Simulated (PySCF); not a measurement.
Species: 4-tolylboronic acid, C7H9BO2.
Numbering: `[CH3:1][c:2]1[cH:3][cH:4][c:5]([B:6]([OH:7])[OH:8])[cH:9][cH:10]1` (hydrogens: H11, H12, H13 on C1; H14 on C3; H15 on C4; H16 on O7; H17 on O8; H18 on C9; H19 on C10)

Theory: PySCF, PBE0-D3(BJ)/def2-SVP geometry optimisation, gas phase.

(1) List the bond lengths, angles and torsions at this level.

## Answers

(1) 
| bond | length (Å) | order |
| --- | --- | --- |
| C1–C2 | 1.501 | single |
| C2–C3, C2–C10 | 1.400 | aromatic |
| C3–C4, C9–C10 | 1.391 | aromatic |
| C4–C5, C5–C9 | 1.403 | aromatic |
| C5–B6 | 1.568 | single |
| B6–O7, B6–O8 | 1.363 | single |
| C1–H11, C1–H12, C1–H13 | 1.101 | single |
| C3–H14, C10–H19 | 1.094 | single |
| C4–H15, C9–H18 | 1.095 | single |
| O7–H16, O8–H17 | 0.962 | single |

Bonds in one row agree within 0.01 Å and their mean is given. Orders are formal, as drawn. A selection of angles:
| angle | degrees |
| --- | --- |
| C1–C2–C3 | 121.4 |
| C3–C2–C10 | 118.0 |
| C2–C3–C4 | 120.7 |
| C3–C4–C5 | 121.7 |
| C4–C5–B6 | 122.7 |
| C4–C5–C9 | 117.2 |
| B6–C5–C9 | 120.1 |
| C5–B6–O7 | 118.4 |
| C5–B6–O8 | 123.7 |
| O7–B6–O8 | 117.9 |
| H16–O7–B6 | 111.3 |
| H17–O8–B6 | 113.4 |

Torsions: C4–C5–B6–O7 175° (antiperiplanar); H16–O7–B6–C5 179° (antiperiplanar); H17–O8–B6–C5 -2° (synperiplanar). The mirror-image conformer, all signs reversed, is as good.

The 6-membered ring C2–C3–C4–C5–C9–C10 has internal angles of 117.2° to 121.7° (sum 720°, against 720° for a flat polygon); it is planar, 0.00 Å rms from its mean plane, widest ring torsion 0°. Of the pairs four or more bonds apart, H15···H17 is among the closest relative to their van der Waals radii: 2.09 Å, 87 % of the sum of Bondi's values. B6 (three-coordinate boron) is planar (angles 123.7°, 118.4° and 117.9°, sum 360.0°, 0.00 Å off the plane of its three neighbours). The C–C distances run from 1.390 Å (C9–C10, aromatic) to 1.501 Å (C1–C2, drawn single), a spread of 0.111 Å.

Point group: near Cs, missed by 0.30 Å at most; the miss may be what the optimiser left on a soft mode. No frequency check. The numbers are those of one conformer (C5–B6–O7–H 179°, C5–B6–O8–H -2°).

Hardware: one thread, AMD EPYC 9R45 (x86_64), shared host. Cost: 50 s of wall time, 0.85 GiB resident at most. These figures are those of the optimisation.
